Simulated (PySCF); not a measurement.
## Correlation energy of N²⁺ (nitrogen, charge +2)

[He] 2s2 2p1, 2P determinant. Computed with PySCF 2.14 in x2c-QZVPPall with one added diffuse shell each of s, p, d, f type (8s5p4d3f1g, 73 functions), with the spin-free X2C one-electron Hamiltonian (Gaussian nucleus). Frozen: nothing; 5 electrons correlated.

| level | correlation energy (mhartree) |
| --- | --- |
| CCSD | -107.27 |
| (T) | -1.46 |
| CCSD(T) | -108.73 |

Diagnostics: T1 = 0.0056, D1 = 0.0136, largest double amplitude 0.134.

Cost of the coupled-cluster step: about 10 core-seconds, for 5 correlated electrons.

This basis was not built for core-valence correlation, so the inner-shell part is incomplete.
